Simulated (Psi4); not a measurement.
HCl$_{3}$Si (SMILES Cl[SiH](Cl)Cl), singlet, geometry from GFN2-xTB. Base run: Psi4 with MP2/6-311G**.

Here is a job for Psi4.
```
memory 2 GB

molecule mol {
0 1
  Si    0.028634   -0.016278    0.491067
  Cl   -1.241581   -1.436795   -0.148817
  Cl   -0.640098    1.792321   -0.076853
  Cl    1.851449   -0.338342   -0.292763
  H     0.113031   -0.064254    1.938435
}

set basis 6-311g**
set reference rhf
set freeze_core true

energy('mp2')
print_variables()
```

Variants of this job, named by their change:

```json
[
 {"change": "base", "basis functions": "110", "E (Eh)": "-1668.68547", "MP2 correlation (Eh)": "-0.49706"},
 {"change": "basis = 3-21G", "basis functions": "54", "E (Eh)": "-1660.14631", "MP2 correlation (Eh)": "-0.18162"},
 {"change": "basis = def2-SV(P)", "basis functions": "74", "E (Eh)": "-1668.11808", "MP2 correlation (Eh)": "-0.48029"},
 {"change": "basis = def2-SVP", "basis functions": "77", "E (Eh)": "-1668.12899", "MP2 correlation (Eh)": "-0.48857"},
 {"change": "basis = pcseg-1", "basis functions": "77", "E (Eh)": "-1668.51977", "MP2 correlation (Eh)": "-0.47770"},
 {"change": "basis = cc-pVDZ", "basis functions": "77", "E (Eh)": "-1668.66729", "MP2 correlation (Eh)": "-0.49291"},
 {"change": "basis = 6-31G*", "basis functions": "78", "E (Eh)": "-1668.55631", "MP2 correlation (Eh)": "-0.46186"},
 {"change": "basis = 6-31+G*", "basis functions": "94", "E (Eh)": "-1668.56361", "MP2 correlation (Eh)": "-0.46775"},
 {"change": "basis = def2-SVPD", "basis functions": "113", "E (Eh)": "-1668.19148", "MP2 correlation (Eh)": "-0.52977"},
 {"change": "basis = cc-pVTZ", "basis functions": "150", "E (Eh)": "-1668.92718", "MP2 correlation (Eh)": "-0.67728"},
 {"change": "basis = def2-TZVPP", "basis functions": "182", "E (Eh)": "-1668.90721", "MP2 correlation (Eh)": "-0.68150"},
 {"change": "basis = cc-pVQZ", "basis functions": "266", "E (Eh)": "-1669.01458", "MP2 correlation (Eh)": "-0.74674"},
 {"change": "basis = def2-QZVPP", "basis functions": "310", "E (Eh)": "-1669.02421", "MP2 correlation (Eh)": "-0.75105"}
]
```

Totals compare only among sets that treat the same electrons; sets with core potentials leave the core out.
